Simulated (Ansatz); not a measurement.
A nudged elastic band was laid between two geometries of F4H2OW + FH (10 atoms, charge 0, multiplicity 1).

All numbers below come from RKS B3LYP/def2-SVP (Ansatz).

```
movable images  : 7
climbing image  : yes
spring          : 5.0 eV/Å²
optimiser       : quadratic models (default)
start path      : through a guess of the saddle point
force threshold : 0.05 eV/Å
iteration limit : 60
end points      : relaxed
```

Initial state:

```xyz
10
Properties=species:S:1:pos:R:3
W -0.321 -0.301 -0.104
H -1.602 0.583 0.592
O 1.505 -0.544 -0.205
H 2.222 -0.019 0.259
F 0.367 1.170 1.036
F -1.135 -1.590 -1.161
F -0.659 -1.418 1.335
F -0.586 0.861 -1.520
F 2.822 1.144 1.196
H 1.913 1.409 1.329
```

Final state:

```xyz
10
Properties=species:S:1:pos:R:3
W 0.553 0.160 -0.705
H -0.877 0.570 3.432
O 2.038 -0.764 -0.151
H 2.806 -1.250 0.169
F 1.192 0.295 -2.448
F -0.956 1.096 -1.254
F -0.203 0.097 0.998
F -0.342 -1.408 -1.158
F 1.333 1.800 -0.296
H -1.020 0.701 4.169
```

Task: Which bonds break or form, and what moves?

Result: Bonds broken: W1–H2, F9–H10. Bonds formed: W1–F9, H2–H10. F4H2OW + FH becomes F5HOW + H2.

Task: Give the energies along the band, and the barrier.

Result: The run converged. The highest image is number 3 of 0 to 8, 0.48 eV above the first end and 1.52 eV above the last; the last end lies 1.04 eV below the first. Beside the main top the profile has a ripple of under 15 meV (maxima at images 3, 7), which may be a very shallow well or noise. A vibrational analysis at the climbing image gives one clearly imaginary mode, 180i cm⁻¹: a first-order saddle point. The orbitals stay closed-shell, which can raise the energy where a bond breaks towards radicals; this wasn't checked here.

```
image  path coordinate (Å)  energy (eV)  W1–H2 (Å)  F9–H10 (Å)  W1–F9 (Å)
    0                 0.00         0.00       1.70        0.96       3.70
    1                 1.96         0.34       1.69        0.94       3.35
    2                 3.92         0.47       1.70        0.93       3.43
    3                 5.89         0.48       1.70        0.93       2.80
    4                 8.06        -0.30       2.70        2.17       1.89
    5                10.24        -0.99       3.81        2.54       1.86
    6                12.42        -1.04       5.06        2.59       1.86
    7                14.60        -1.03       4.00        3.26       1.86
    8                16.78        -1.04       4.40        5.16       1.86
```

Task: What is the geometry of the highest image?

Result: 
```xyz
10
Properties=species:S:1:pos:R:3
W -0.034 -0.043 -0.258
H -0.848 0.817 0.966
O 1.714 -0.674 -0.509
H 2.316 -0.819 0.240
F 0.480 1.738 -0.484
F -1.702 -0.878 -0.409
F 0.050 -1.218 1.223
F -0.324 0.043 -2.105
F 1.669 0.875 1.766
H 1.204 1.455 2.327
```

Time of the run: 19 min on 4 threads of Arm Neoverse V1 (shared host), peak memory 0.36 GiB.
